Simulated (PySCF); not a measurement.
# C₆ coefficients of unlike pairs at revPBE

Calculated with PySCF 2.14 from the dipole response of each species, C₆(A,B) = (3/π) ∫ α_A(iu) α_B(iu) du, in atomic units, from isotropic polarisabilities. For ions this is the dispersion term alone; charge-induced terms of lower order in 1/R come first.

```csv
species,configuration,basis,relativity,α (bohr³),C₆ (like pair)
Kr³⁺,[Ar] 3d10 4s2 4p3 (4S),def2-TZVPPD (7s6p5d1f),none,5.632,21.75
Co,[Ar] 3d7 4s2 (4F),def2-TZVPPD (6s6p4d2f1g),none,55.25,451.6
Re,[Xe] 4f14 5d5 6s2 (6S),aug-cc-pVTZ-PP with ECP60MDF (6s6p5d3f2g),core potential,68.38,799.7
Zn,[Ar] 3d10 4s2 (1S),"x2c-TZVPPall with one added diffuse shell each of s, p, d, f type (7s6p5d3f1g)",spin-free X2C,38.24,276.6
```

(1) Estimate C₆ for Zn with Kr³⁺.

No spin-orbit coupling is included.

The other pairs:

```tsv
pair	C₆
Zn, Co	350.7
Re, Kr³⁺	114.3
Co, Kr³⁺	79.57
Zn, Re	469.9
Re, Co	596.6
```

Results:

(1) The integral gives 67.10. The combination rule 2 C_A C_B / (C_A α_B/α_A + C_B α_A/α_B) gives 63.86 and the geometric mean 77.57.
